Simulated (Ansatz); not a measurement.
Born–Oppenheimer molecular dynamics of CH6OZn (9 atoms, charge 0, multiplicity 1). It starts at the highest image of a converged band. Of that band: Neighbouring images differ by up to 2.9 eV, so the band resolves the path poorly. A vibrational analysis at the climbing image gives one clearly imaginary mode, 1983i cm⁻¹: a first-order saddle point.

The calculation used Ansatz 0.2.0, RHF/def2-SVP.

```
ensemble                      : NVE (velocity Verlet)
time step                     : 0.5 fs
steps asked                   : 200
starting velocities drawn for : 300 K
seed                          : 5768
```

Frames 5 fs apart, positions in Å, forces in eV/Å.

Velocities at 0 fs (Å/ps):

```
Zn 0.05 1.05 -0.55
C -1.72 -1.38 1.24
H 14.27 23.72 11.42
H -1.60 -6.89 -12.65
H 19.51 -6.98 7.87
O 3.43 -1.93 -0.09
H -41.67 5.15 5.74
H -5.28 -16.45 -4.14
H -22.45 -19.46 13.86
```

```xyz
9
Properties=species:S:1:pos:R:3:forces:R:3 time_fs=0 energy_less_start_eV=0.000 T=300
Zn -0.461 0.377 0.029 0.01 0.01 0.01
C -0.023 -0.049 2.165 0.00 -0.02 0.00
H -0.487 -1.033 2.281 0.00 0.00 0.01
H 1.066 -0.165 2.156 -0.01 0.00 -0.01
H -0.271 0.523 3.065 0.00 0.00 0.00
O -0.269 -0.307 -1.615 0.00 0.00 0.00
H 0.157 -1.140 -1.728 0.00 0.00 0.00
H -1.141 1.851 0.828 -0.02 -0.02 0.01
H -0.711 1.130 1.496 0.03 0.02 -0.02
9
Properties=species:S:1:pos:R:3:forces:R:3 time_fs=5 energy_less_start_eV=-0.038 T=344
Zn -0.461 0.383 0.026 -0.39 0.59 -0.41
C -0.028 -0.047 2.172 -0.58 0.13 0.82
H -0.477 -1.034 2.348 -0.08 0.14 -0.22
H 1.056 -0.188 2.083 -0.03 0.24 -0.27
H -0.173 0.498 3.111 0.08 0.01 0.02
O -0.255 -0.308 -1.614 0.58 -1.93 -0.14
H 0.006 -1.243 -1.718 -0.45 1.76 0.18
H -1.186 1.781 0.797 -0.30 0.26 -0.47
H -0.779 0.998 1.568 1.18 -1.20 0.50
9
Properties=species:S:1:pos:R:3:forces:R:3 time_fs=10 energy_less_start_eV=-0.853 T=1233
Zn -0.463 0.391 0.022 -1.35 2.02 -1.82
C -0.040 -0.041 2.198 4.42 -5.35 5.92
H -0.498 -1.026 2.364 0.07 0.29 -0.28
H 1.024 -0.153 1.942 -0.46 0.25 -0.39
H -0.051 0.466 3.170 0.33 -0.36 0.21
O -0.239 -0.321 -1.612 0.11 1.46 0.54
H -0.158 -1.224 -1.708 0.27 -2.13 -0.44
H -1.284 1.759 0.641 0.26 -0.30 -0.82
H -0.597 0.602 1.762 -3.66 4.11 -2.91
9
Properties=species:S:1:pos:R:3:forces:R:3 time_fs=15 energy_less_start_eV=-1.096 T=1512
Zn -0.469 0.405 0.010 -0.75 1.01 -2.26
C -0.004 -0.090 2.302 -2.67 2.01 -2.27
H -0.521 -1.045 2.337 0.58 -0.35 0.33
H 0.933 -0.086 1.724 -0.01 -0.43 0.52
H 0.132 0.372 3.269 0.09 0.01 0.21
O -0.218 -0.338 -1.606 0.29 -1.98 -0.01
H -0.292 -1.289 -1.745 0.22 1.20 0.07
H -1.351 1.708 0.310 -0.08 0.38 0.05
H -0.832 0.664 1.679 2.35 -1.85 3.36
9
Properties=species:S:1:pos:R:3:forces:R:3 time_fs=20 energy_less_start_eV=-1.850 T=2333
Zn -0.478 0.424 -0.009 -0.99 1.05 -1.61
C 0.006 -0.120 2.387 -0.24 -0.68 0.01
H -0.433 -1.145 2.393 0.59 0.69 0.44
H 0.823 -0.101 1.634 0.06 -0.04 0.82
H 0.339 0.248 3.380 0.09 -0.59 -0.75
O -0.192 -0.371 -1.597 0.29 -1.68 -0.07
H -0.404 -1.280 -1.806 0.32 0.79 0.15
H -1.418 1.720 -0.012 0.12 0.17 0.74
H -0.785 0.552 2.080 -0.25 0.28 0.27
9
Properties=species:S:1:pos:R:3:forces:R:3 time_fs=25 energy_less_start_eV=-1.619 T=2087
Zn -0.491 0.447 -0.034 -1.23 1.13 -1.52
C 0.021 -0.166 2.470 -1.93 1.35 2.16
H -0.249 -1.200 2.545 -0.77 -0.56 -0.11
H 0.737 -0.104 1.672 0.23 0.73 -0.78
H 0.589 0.016 3.373 0.46 0.17 0.18
O -0.159 -0.419 -1.587 1.18 1.21 0.96
H -0.462 -1.236 -1.858 -0.59 -1.91 -0.57
H -1.458 1.774 -0.170 0.42 -0.23 0.91
H -0.898 0.586 2.609 2.23 -1.90 -1.22
9
Properties=species:S:1:pos:R:3:forces:R:3 time_fs=30 energy_less_start_eV=-1.849 T=2338
Zn -0.508 0.473 -0.065 -0.83 0.37 -1.68
C 0.034 -0.210 2.593 1.69 -1.17 0.74
H -0.216 -1.314 2.666 -0.28 1.45 -0.74
H 0.642 0.018 1.643 -1.25 -0.31 1.18
H 0.882 -0.190 3.343 -1.23 0.72 -0.48
O -0.117 -0.473 -1.571 -0.35 -1.88 -0.19
H -0.535 -1.280 -1.925 0.81 1.53 0.84
H -1.409 1.788 -0.113 0.14 0.10 0.83
H -0.829 0.472 2.848 1.29 -0.80 -0.50
9
Properties=species:S:1:pos:R:3:forces:R:3 time_fs=35 energy_less_start_eV=-2.318 T=2855
Zn -0.528 0.501 -0.103 -0.41 -0.17 -1.98
C 0.093 -0.284 2.723 -2.45 1.66 0.21
H -0.282 -1.267 2.632 -0.33 -1.29 -0.08
H 0.335 0.107 1.770 0.58 0.23 -1.16
H 0.985 -0.247 3.269 1.17 0.09 1.29
O -0.071 -0.536 -1.549 0.38 0.38 1.04
H -0.564 -1.240 -1.924 -0.22 -0.25 0.00
H -1.323 1.823 0.141 0.03 0.17 0.62
H -0.735 0.391 3.093 1.24 -0.83 0.06
9
Properties=species:S:1:pos:R:3:forces:R:3 time_fs=40 energy_less_start_eV=-2.175 T=2703
Zn -0.550 0.529 -0.147 -0.43 0.44 -1.31
C 0.143 -0.351 2.844 -2.41 1.72 -0.21
H -0.351 -1.362 2.611 1.33 1.31 1.06
H 0.117 0.178 1.838 0.96 -0.63 1.54
H 1.159 -0.282 3.357 -1.60 -0.62 -1.00
O -0.023 -0.597 -1.514 0.47 1.18 1.44
H -0.598 -1.217 -1.895 -0.64 -0.66 -0.37
H -1.218 1.873 0.529 0.40 -0.79 -0.22
H -0.646 0.343 3.416 1.93 -1.96 -0.93
9
Properties=species:S:1:pos:R:3:forces:R:3 time_fs=45 energy_less_start_eV=-2.527 T=3087
Zn -0.573 0.558 -0.196 0.04 0.32 -0.26
C 0.162 -0.397 2.951 -0.16 0.39 1.54
H -0.217 -1.344 2.770 -0.75 -2.09 -0.30
H 0.092 0.189 2.102 -0.03 1.35 -1.49
H 1.141 -0.441 3.304 2.15 -0.37 0.17
O 0.026 -0.649 -1.462 -1.94 -0.44 0.03
H -0.669 -1.210 -1.871 1.50 1.12 0.79
H -1.030 1.756 0.867 0.22 -0.79 -0.94
H -0.348 0.057 3.767 -1.04 0.51 0.47
9
Properties=species:S:1:pos:R:3:forces:R:3 time_fs=50 energy_less_start_eV=-2.029 T=2545
Zn -0.596 0.588 -0.246 0.85 -0.85 -0.46
C 0.192 -0.445 3.077 1.18 -1.20 2.49
H -0.166 -1.540 2.905 -0.07 2.40 -0.31
H 0.091 0.331 2.250 -0.31 -1.63 1.58
H 1.330 -0.663 3.217 -1.97 0.91 0.03
O 0.060 -0.694 -1.401 0.39 1.77 1.36
H -0.628 -1.146 -1.810 -1.08 -1.08 -0.98
H -0.798 1.478 1.006 -0.37 0.44 -0.41
H -0.278 -0.091 4.162 1.37 -0.75 -3.30
9
Properties=species:S:1:pos:R:3:forces:R:3 time_fs=55 energy_less_start_eV=-2.200 T=2728
Zn -0.616 0.615 -0.298 1.05 -1.20 -0.35
C 0.245 -0.516 3.233 1.28 -0.99 -1.68
H -0.192 -1.405 2.940 -1.50 -1.93 -0.88
H 0.007 0.258 2.601 -0.67 1.72 -1.41
H 1.267 -0.721 3.161 2.02 0.02 0.17
O 0.086 -0.724 -1.330 -1.32 0.46 -0.29
H -0.599 -1.170 -1.824 0.67 0.02 0.11
H -0.644 1.288 1.055 -0.52 0.93 0.19
H -0.031 -0.319 4.171 -1.02 0.97 4.14
```

Of the whole run (100 fs, mean temperature of the second half 2889 K): The conserved energy stayed within 1.6 meV per atom of its start (net change -0.79 meV per atom), so the integration is sound. The kinetic energy rose, since the run started high on the potential surface and went downhill. It ends in pieces (CH4 + H2OZn), so much of that is their flight and rotation, not heat. A run of 0.1 ps of so small a system gives no equilibrium averages. The orbitals stay closed-shell, which can raise the energy where a bond breaks towards radicals; this wasn't checked here.

Time of the run: 5.3 min on 1 thread of Arm Neoverse V2, with other jobs on the host, peak memory 0.16 GiB.
